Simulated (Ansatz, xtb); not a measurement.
**C5H7BF2: which of two isomers lies lower**

Structure X is `C=C/C(C)=C\B(F)F`, a singlet and structure Y is `FB(F)C1=CCCC1`, a singlet. Both are isolated molecules in the gas phase, relaxed with B3LYP/def2-SVP; the shapes shown needn't be the lowest conformers.

X (Å):

```xyz
15

C    -0.1875   -1.6885    1.7914
C     0.2270   -0.4509    1.4694
C    -0.6526    0.6860    1.1597
C    -2.1425    0.4526    1.2042
C    -0.1587    1.9175    0.8410
B     1.3061    2.3888    0.7337
F     1.5668    3.6503    0.4058
F     2.3755    1.6232    0.9463
H    -1.2436   -1.9632    1.8523
H     0.5345   -2.4800    2.0082
H     1.2999   -0.2540    1.4293
H    -2.6990    1.3665    0.9565
H    -2.4603    0.1147    2.2048
H    -2.4405   -0.3370    0.4941
H    -0.9025    2.6950    0.6278
```

Y (Å):

```
atom    x (Å)    y (Å)    z (Å)
   C  -1.1722  -0.8027   1.2075
   C  -1.4397  -0.3990   2.4681
   C  -1.1307   1.0580   2.6934
   C  -0.9490   1.6026   1.2559
   C  -0.6251   0.3599   0.3903
   B  -1.3537  -2.2520   0.7112
   F  -1.8466  -3.2071   1.4923
   F  -1.0283  -2.6125  -0.5250
   H  -1.8072  -1.0582   3.2602
   H  -0.2056   1.1511   3.2960
   H  -1.9157   1.5813   3.2652
   H  -0.1823   2.3887   1.1869
   H  -1.8986   2.0468   0.9154
   H  -1.0604   0.4178  -0.6204
   H   0.4645   0.2354   0.2440
```

Task: Which of the two would you expect CCSD(T)/def2-SVP + ΔMP2/def2-TZVPP electronic energies to favour?

Result: Structure Y; the calculation gives E(Y) − E(X) = −13.1 kcal/mol.

How the difference moves with the method:

| level | geometry | E(Y) − E(X) (kcal/mol) | departure from the last row (kcal/mol) | job, with rough time for the two |
| --- | --- | --- | --- | --- |
| GFN2-xTB | GFN2-xTB | −24.1 | −11.0 | optimisation, 0.18 s |
| HF/STO-3G | GFN2-xTB | −45.8 | −32.7 | single point, 0.32 s |
| r2SCAN-D4/def2-SVP | GFN2-xTB | −13.6 | −0.5 | single point, 2.1 s |
| B3LYP/def2-SVP | B3LYP/def2-SVP | −11.5 | +1.6 | optimisation, 53 s |
| HF/def2-SVP | B3LYP/def2-SVP | −13.3 | −0.2 | part of the CCSD(T) run |
| MP2/def2-SVP | B3LYP/def2-SVP | −16.6 | −3.5 | part of the CCSD(T) run |
| CCSD(T)/def2-SVP | B3LYP/def2-SVP | −14.3 | −1.2 | single point |
| CCSD(T)/def2-SVP + ΔMP2/def2-TZVPP | B3LYP/def2-SVP | −13.1 |  | single point, 58 s |

As drawn, Y has 2 C–C in place of 1 C=C. Structure X has no ring, Y a 5-membered ring.

None of the levels shown reverses the order. The largest departure from CCSD(T)/def2-SVP + ΔMP2/def2-TZVPP is that of HF/STO-3G, 32.7 kcal/mol. The last row adds to CCSD(T) the change of the MP2 difference between the two basis sets, here +1.2 kcal/mol.

With thermal terms from frequencies at re-optimised GFN2-xTB minima (ideal gas, soft modes damped towards free rotors, one conformer each, 298.15 K, 1 atm): the zero-point term adds +2.2 kcal/mol; ΔH is −11.7 and ΔG −10.2 kcal/mol.

The correlated steps freeze 8 core orbitals. Codes used: Ansatz 0.2.0, xtb 6.7.1; the last row on 4 threads of Intel(R) Xeon(R) Platinum 8488C (Sapphire Rapids) on a shared host.
